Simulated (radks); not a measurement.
The numbers below are computed, except where a source is named.
Question: Ionisation of neutral strontium, [Kr] 5s2, to Sr+, [Kr] 5s1, under several functionals. Dirac Kohn-Sham, spin-unpolarised, spherical densities, finite nucleus; a radial shooting solver on a logarithmic mesh with Libxc functionals. The NIST Atomic Spectra Database gives 5.695 eV (measured). Rank these functionals by the error of their Delta-SCF ionisation energy: PBE; RPBE; BLYP; exchange-only LDA; LDA (Slater exchange, Perdew-Wang correlation); XLYP.

Answer: From best to worst: RPBE 5.803 eV (+0.108); BLYP 5.808 eV (+0.114); XLYP 5.826 eV (+0.131); PBE 5.885 eV (+0.190); LDA (Slater exchange, Perdew-Wang correlation) 6.058 eV (+0.364); exchange-only LDA 5.215 eV (-0.480). Spin polarisation and multiplet splitting are left out, so open shells lie too high by an amount that depends on their filling.

Beside tabulated values, note that spin-unpolarised runs miss the spin-polarisation part of the exchange energy of open shells.
